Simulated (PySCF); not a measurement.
Isomers of C4H5FN2. Theory: PySCF 2.14.0, density-fitted response routines, TDDFT wB97X-D/def2-SVPD, vertical, gas phase, core orbitals frozen in the response. Geometries: PBE0-D3(BJ)/def2-SVP; one conformer of each isolated species. 'Strongest' means the level of largest summed f among the lowest 6 singlets; it needn't be the same kind of state in each.

Question: Rank by computed HOMO energy, lowest first.
A. `CC1=CN=C(F)N1`
B. `N#C[C@H](/C=N\C)F`
C. `Cn1ccnc1F`
D. `Cn1ccc(F)n1`

Answer: B (-9.82 eV), D (-8.99 eV), C (-8.51 eV), A (-8.31 eV).

```
           SMILES  HOMO (eV)  gap (eV)  α (au)  LUMO (eV)  strongest (eV)  S1 mainly
C/N=C\[C@H](F)C#N      -9.82     10.42    59.8       0.59            7.70  H→L (93%)
      Cn1ccc(F)n1      -8.99     10.95    60.0       1.95            6.53  H→L (88%)
        Cn1ccnc1F      -8.51     10.56    59.1       2.05            6.67  H→L (83%)
   Cc1cnc(F)[nH]1      -8.31     10.32    59.5       2.01            6.62  H→L (92%)
```

H and L stand for HOMO and LUMO.
